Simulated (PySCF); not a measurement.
Structure problem from calculated spectra and properties.

Formula: C4H9F3O3Si.

- NMR, other nuclei: isotropic shieldings of nuclei other than C and H, by class: 297 (1 O), 308 (2 O), 264 (3 F), 413 (1 Si) ppm [GIAO PBE0/pcSseg-1]
- 13C NMR: chemical shifts (computed TMS as zero) by class: 133.3 (1 C), 64.3 (1 C), 52.2 (2 C) ppm [GIAO PBE0/pcSseg-1]
- Rotational structure: rotational constants A, B, C: 1.572, 0.469, 0.395 GHz [GFN2-xTB]
- Dipole: 2.93 D [PBE0/pcSseg-1]
- 1H NMR: chemical shifts (computed TMS as zero) by class: 4.48 (1 H), 4.17 (2 H), 3.91 (6 H) ppm [GIAO PBE0/pcSseg-1]

Electronic properties: PySCF, gas phase, density fitting. Levels stand in brackets. One conformer (not necessarily the lowest) at the GFN2-xTB geometry, without solvent, vibrations or thermal averaging. NMR values are class means; diastereotopic atoms form classes of their own.

Task: Propose a structure and show how it fits.

Result: Numbering: `[CH3:1][O:2][SiH:3]([O:4][CH3:5])[O:6][CH2:7][C:8]([F:9])([F:10])[F:11]`. Its formula, C4H9F3O3Si, gives 0 degrees of unsaturation, so no ring and no π bond. 4 carbons fall into 3 classes; from least to most shielded: CF3 carbon [C8] (133.3 ppm), sp3 carbon bound to oxygen [C7] (64.3 ppm), methoxy carbon [C1/C5] (52.2 ppm, 2 C). Hydrogen classes from least to most shielded: 1 H on an oxygen-bound silicon, Si3 (4.48 ppm), 2 H on an sp3 carbon bound to oxygen, C7 (4.17 ppm), 6 H on 2 methoxy carbons, C1/C5 (3.91 ppm). The other shieldings belong to: 297 ppm, silyl ether oxygen [O6]; 308 ppm, silyl ether oxygen [O2/O4]; 264 ppm, fluorine of a CF3 group [F9/F10/F11]; 413 ppm, oxygen-bound silicon [Si3]. The optimised geometry has point group C1 and is an asymmetric top. Structure: `CO[SiH](OC)OCC(F)(F)F`. The assignments are read from this structure; whether some other isomer fits the data as well wasn't checked.
